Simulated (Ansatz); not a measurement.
Ansatz (an electronic-structure program) input (PBE0/def2-QZVPP):
A basis named .json is the Basis Set Exchange file of that set.

Ansatz 0.2 input:
```yaml
crystal:
  periodic: [false, false, false]
  atoms:
    - {symbol: O, position_ang: [-0.06084687, 1.23645032, -1.32555026]}
    - {symbol: Ge, position_ang: [0.00019561, 0.02386966, -0.00429719]}
    - {symbol: O, position_ang: [-1.12618935, 0.58330403, 1.22450130]}
    - {symbol: O, position_ang: [-0.39096937, -1.49918381, -0.81318494]}
    - {symbol: O, position_ang: [1.54866400, -0.19981646, 0.80381292]}
    - {symbol: H, position_ang: [-0.77956074, 0.45151881, 2.11483360]}
    - {symbol: H, position_ang: [-1.15544684, -1.43387495, -1.39702858]}
    - {symbol: H, position_ang: [2.16348058, -0.74750570, 0.30307274]}
basis:
  gaussian:
    orbitals: def2-QZVPP.json
hamiltonian:
  xc: {name: PBE0}
magnetization: {spin_polarized: true, initial_magnetization: 1}
```

End of the output:

```
integrals: 0.48 GiB planned
1458 factors; their error is unknown
mean field: 4.71 GiB planned
mean field evaluation 1: about -64733.0127 eV, gradient 6.4e1 eV
mean field evaluation 2: about -64712.5872 eV, gradient 1.0e2 eV
mean field evaluation 4: about -64745.3034 eV, gradient 5.1e0 eV
mean field evaluation 8: about -64745.3956 eV, gradient 2.7e-1 eV
mean field evaluation 16: about -64745.5408 eV, gradient 2.3e-2 eV
mean field evaluation 32: about -64745.5410 eV, gradient 1.9e-4 eV
mean field -64745.54104217 eV, -2379.3547471960 hartree, gradient 6.6e-6 eV, S^2 0.753691; 2 other end points of the search recorded, 0 dependent functions left out
reference -64745.54107283 eV, -2379.3547483227 hartree; 34, 33 occupied and 373, 374 virtual orbitals, 1458 factors
Total energy: -64745.54107283 eV, -2379.3547483227 hartree
```

It need not be the lowest isomer of its formula.
